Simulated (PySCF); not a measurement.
C₃H₇FSi. Atoms are numbered in the order given.

```xyz
12

F     -2.1269    -0.1581     0.0000
C     -0.8508     0.3706     0.0000
C      0.0157    -0.0843    -1.1911
Si     1.4918    -0.0100     0.0000
C      0.0157    -0.0843     1.1911
H     -0.9531     1.4711     0.0000
H     -0.0672     0.5034    -2.1151
H     -0.2174    -1.1400    -1.4104
H      2.4691    -1.1339     0.0000
H      2.2259     1.2871     0.0000
H     -0.0672     0.5034     2.1151
H     -0.2174    -1.1400     1.4104
```
Charge 0, spin multiplicity 1.

Geometry optimised at ωB97X-D3(BJ)/def2-SVP. This is a generated structure with no PubChem entry under its InChIKey; it may be hypothetical.

Calculation: PBE0/pcSseg-1 (PySCF).

GIAO shieldings, no solvent; atoms listed in one row are averaged. δ = σ(ref) − σ: ¹⁹F against CFCl3 (σ = 167.2 ppm); ¹³C against TMS (σ = 186.3 ppm); ²⁹Si against TMS (σ = 352.7 ppm); ¹H against TMS (σ = 31.56 ppm), references at their B3LYP-D3(BJ)/def2-TZVP geometries, non-relativistic.

```csv
nucleus,atoms,count,δ (ppm)
¹⁹F,F1,1,-149.7
¹³C,C2,1,90.1
¹³C,"C3, C5",2,24.1
²⁹Si,Si4,1,-60.4
¹H,H6,1,5.23
¹H,H9,1,4.63
¹H,H10,1,4.38
¹H,"H7, H8, H11, H12",4,2.01
```
